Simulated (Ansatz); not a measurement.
Basis-set extrapolation for CH7FSSi2, SMILES `C[SiH2]S[SiH2]F` (PBE0-D4/def2-TZVP geometry, frozen core, the Gaussian-basis code of Ansatz). Multiplicity 1, RHF reference.

```
                       def2-TZVPP    def2-QZVPP
                 HF  -1117.012041  -1117.048350
    MP2 correlation     -0.852398     -0.923563
CCSD(T) correlation     -0.944732       not run
```

Energies in hartree. Use E(X) = E(∞) + A·exp(−7.88·√X) for Hartree–Fock and E(X) = E(∞) + B·X^(−2.97) for correlation, with X = 3 and 4, and add CCSD(T) minus MP2 of the smaller set to the MP2 limit.

**Question.** What is the CCSD(T) energy at the basis-set limit?

**Answer.** HF limit: -1117.048350 + (-0.036309) × 0.13774 = -1117.05335. MP2 limit: -0.923563 + (-0.071165) × 0.74074 = -0.97628. Higher-order term: -0.944732 − (-0.852398) = -0.09233. Total: -1118.12196 hartree, 433.7 kJ/mol below CCSD(T)/def2-TZVPP.
